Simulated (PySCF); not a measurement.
# TlB⁺: from constants to spectrum

UHF-CCSD(T) constants of TlB⁺, ²Σ⁺ (doublet), unpaired electrons σ ↑ (basis Tl aug-cc-pVDZ-PP with ECP60, B aug-cc-pVDZ; scalar-relativistic core potentials; PySCF 2.14; masses 204.9744 and 11.0093 u):

| Property | Result |
| --- | --- |
| ωe | 160.1 cm⁻¹ |
| ωexe | 1.76 cm⁻¹ |
| Be | 0.16186 cm⁻¹ |
| αe | 0.00226 cm⁻¹ |
| D (centrifugal) | 6.62e-07 cm⁻¹ |

Problem. Give the vibrational terms G(v) and spacings up to v = 6.

Solution. G(v) = ωe(v+½) − ωexe(v+½)².

| v | G(v) (cm⁻¹) | G(v) − G(v−1) | Bv (cm⁻¹) |
| --- | --- | --- | --- |
| 0 | 79.6 |  | 0.1607 |
| 1 | 236.2 | 156.6 | 0.1585 |
| 2 | 389.2 | 153.1 | 0.1562 |
| 3 | 538.8 | 149.5 | 0.1540 |
| 4 | 684.8 | 146.0 | 0.1517 |
| 5 | 827.3 | 142.5 | 0.1494 |
| 6 | 966.3 | 139.0 | 0.1472 |

Correlated steps freeze 5 core orbitals. These are scalar-relativistic numbers at best; spin–orbit coupling would shift them, the dissociation energy most. The state was picked by a PBE0 search and need not be the measured ground state.
